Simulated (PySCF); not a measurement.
Which determinant of SiAs lies lowest?

Unrestricted PBE0; Si x2c-TZVPPall, As x2c-TZVPPall; spin-free X2C with a Gaussian nucleus (PySCF 2.14). Outer shells of the fragments: Si 3s2 3p2; As 3d10 4s2 4p3.

Followed along the bond (rough minima from three points):

```json
{"2Ms+1": "2", "unpaired": "π ↑", "⟨S²⟩ at the start": "0.77", "R at minimum (Å)": "2.17", "Te (eV)": "0.00"}
{"2Ms+1": "2", "unpaired": "σ ↑", "⟨S²⟩ at the start": "0.79", "R at minimum (Å)": "2.07", "Te (eV)": "0.18"}
{"2Ms+1": "4", "unpaired": "π ↑↑↑", "⟨S²⟩ at the start": "3.76", "R at minimum (Å)": "none in the scan", "Te (eV)": "≤ 1.54"}
{"2Ms+1": "6", "unpaired": "σ ↑, π ↑↑↑↑", "⟨S²⟩ at the start": "8.75", "R at minimum (Å)": "none in the scan", "Te (eV)": "≤ 2.88"}
```

Solutions found at the starting distance of 2.290 Å, counted from the lowest of them; the search is not exhaustive and high or unbound solutions are not listed, so other states can lie among these:

```csv
2Ms+1,unpaired,term,E (eV),⟨S²⟩,⟨Lz²⟩,μ (D)
2,π ↑,²Π,0.00,0.77,1.01,-0.87
2,σ ↑,²Σ⁺,0.48,0.79,0.00,-1.26
4,π ↑↑↑,⁴Π,1.55,3.76,1.01,0.50
4,"σ ↑, π ↑↑",mixed,1.76,3.76,2.02,-0.45
2,π ↑↑↓,mixed,1.91,1.77,3.03,0.51
2,"σ ↓, π ↑↑",mixed,2.20,1.78,2.02,-0.34
4,"σ ↑, π ↑↑",mixed,2.24,3.76,2.01,-0.71
2,"σ ↓, π ↑↑",mixed,2.69,1.77,2.01,-0.60
6,"σ ↑, π ↑↑↑↑",⁶Σ⁺,3.07,8.75,0.00,1.25
2,π ↑,mixed,3.17,0.76,3.02,0.51
```

A term symbol is given only where ⟨S²⟩ and ⟨Lz²⟩ are close to those of a pure state; real π, δ and φ orbitals otherwise mix terms. A positive dipole means Si(−)As(+).

Task: Compare the gap between the two lowest followed solutions at the starting distance with the gap between their minima.

Result: At PBE0 the second solution (doublet, unpaired electrons σ ↑) lies +0.48 eV from the first (doublet, unpaired electrons π ↑) at 2.290 Å and +0.18 eV at the minima; the two curves relax by different amounts, since their minima lie near 2.07 and 2.17 Å.

Spin–orbit coupling is left out. Counting both spins, an empty level lies below a filled one in some of these solutions, because spin and occupation are held.
